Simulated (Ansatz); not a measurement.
Clusters of 3 atoms, halide: PBE-D4/def2-TZVP single points in Ansatz on relaxed structures, gas phase. Each cluster is the lowest isomer that a short search found in that spin, judged at the geometry's level, and lower ones may exist. Core potentials for Ag, I, Rb, Tl, no spin–orbit coupling. HOMO and LUMO are taken over both spins. Singlets are spin-restricted. The structures are stationary points that may keep the symmetry of their start. Remarks come from the PBE and PBE0 runs and from stability tests at other levels; not every state was tested. HOMO above LUMO (over both spins in singlets and doublets, within one spin in higher multiplets; at PBE or PBE0), or a gap under 0.15 eV within one spin, warns that the state may not be the lowest or that an electron is smeared out.

```json
{"species": "Tl2F⁺", "atoms": "3", "state": "singlet", "geometry": "PBE-D4/def2-TZVP", "HOMO (eV)": "-11.60", "LUMO (eV)": "-6.23", "gap (eV)": "5.37", "lowest of the spins relaxed": "singlet, of singlet/triplet/quintet", "point group (within 0.1 Å)": "D∞h", "remarks": "gap within one spin near zero at PBE or PBE0 (triplet)"}
{"species": "NaI2", "atoms": "3", "state": "doublet", "geometry": "B3LYP-D4/def2-TZVP", "HOMO (eV)": "-5.33", "LUMO (eV)": "-4.61", "gap (eV)": "0.71", "lowest of the spins relaxed": "doublet, of doublet/quartet", "point group (within 0.1 Å)": "C2v", "remarks": "gap within one spin near zero at PBE or PBE0 (quartet)"}
{"species": "BeBr2", "atoms": "3", "state": "singlet", "geometry": "PBE-D4/def2-TZVP", "HOMO (eV)": "-7.58", "LUMO (eV)": "-1.34", "gap (eV)": "6.24", "lowest of the spins relaxed": "singlet, of singlet/triplet/quintet", "point group (within 0.1 Å)": "D∞h", "remarks": "gap within one spin near zero at PBE or PBE0 (quintet)"}
{"species": "Rb2H", "atoms": "3", "state": "doublet", "geometry": "B3LYP-D4/def2-TZVP", "HOMO (eV)": "-1.98", "LUMO (eV)": "-1.64", "gap (eV)": "0.34", "lowest of the spins relaxed": "–", "point group (within 0.1 Å)": "–", "remarks": "–"}
```

Estimate the rows for Ag2Br⁺ (singlet, PBE0-D4/def2-TZVP geometry); Tl2I⁺ (singlet, PBE0-D4/def2-SVP geometry).


```tsv
species	atoms	state	geometry	HOMO (eV)	LUMO (eV)	gap (eV)	lowest of the spins relaxed	point group (within 0.1 Å)	remarks
Ag2Br⁺	3	singlet	PBE0-D4/def2-TZVP	-11.38	-8.60	2.79	singlet, of singlet/triplet/quintet	C2v	gap within one spin near zero at PBE or PBE0 (triplet), gap within one spin near zero at PBE or PBE0 (quintet)
Tl2I⁺	3	singlet	PBE0-D4/def2-SVP	-9.99	-6.46	3.53	singlet, of singlet/quintet	C2v	gap within one spin near zero at PBE or PBE0 (triplet)
```

The gap (eV) runs from 0.34 (Rb2H) to 6.24 (BeBr2).
